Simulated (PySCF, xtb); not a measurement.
CuF2, SMILES [F][Cu-][F], charge -1, multiplicity 1.

GFN2-xTB (xtb 6.7.1) at its own geometry gives an orbital gap of 7.97 eV.

Coordinates come from a B3LYP-D3(BJ)/def2-TZVPD optimisation. The multiplicity is an assumed one; other spin states were not compared.

### Question
What does PBE/def2-TZVPD (PySCF) give? (Estimate from the structure and the level; the computed values follow.)

### Answer
gap 2.98 eV (levels 0.41 and 3.39 eV).
